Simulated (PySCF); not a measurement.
Al(Cl)(H)(SeH) (AlClH2Se), SMILES [Cl][AlH][SeH].

Coordinates come from a PBE0-D3(BJ)/def2-TZVP optimisation. One conformer was computed; it need not be the lowest.

Method: TDA-PBE0/def2-SVPD (PySCF).

Vertical excitations. Gas-phase values at a fixed geometry. State labels are in the subgroup Cs.

**Question.** Give excitation energies, oscillator strengths and character. (Estimate from the structure and the level; the computed values follow.)

**Answer.** 
```
state  symmetry  energy (eV)  λ (nm)      f                                            main pairs
-----  --------  -----------  ------  -----  ----------------------------------------------------
S1           A'         5.40     230  0.079                                        HOMO→LUMO 91 %
S2           A"         5.56     223  0.016                    HOMO→LUMO+1 78 %, HOMO→LUMO+2 19 %
S3           A"         5.83     213  0.033  HOMO→LUMO+2 42 %, HOMO−1→LUMO 41 %, HOMO→LUMO+1 15 %
S4           A"         5.93     209  0.028                    HOMO−1→LUMO 57 %, HOMO→LUMO+2 37 %
S5           A'         6.91     179  0.072                HOMO−1→LUMO+1 47 %, HOMO−1→LUMO+2 44 %
S6           A"         7.07     175  0.000                                      HOMO→LUMO+3 83 %
S7           A"         7.11     174  0.000                    HOMO−3→LUMO 80 %, HOMO−4→LUMO 14 %
S8           A'         7.16     173  0.275                HOMO−1→LUMO+2 51 %, HOMO−1→LUMO+1 39 %
S9           A"         7.25     171  0.015                    HOMO−4→LUMO 79 %, HOMO−3→LUMO 14 %
S10          A'         7.32     169  0.025                                      HOMO−2→LUMO 91 %
T1           A'         4.54     273      0                                        HOMO→LUMO 97 %
T2           A"         5.11     243      0                    HOMO→LUMO+1 65 %, HOMO→LUMO+2 22 %
T3           A"         5.41     229      0  HOMO→LUMO+2 71 %, HOMO→LUMO+1 14 %, HOMO−1→LUMO 12 %
T4           A"         5.56     223      0                    HOMO−1→LUMO 76 %, HOMO→LUMO+1 15 %
```
Triplets are in the Tamm–Dancoff approximation.
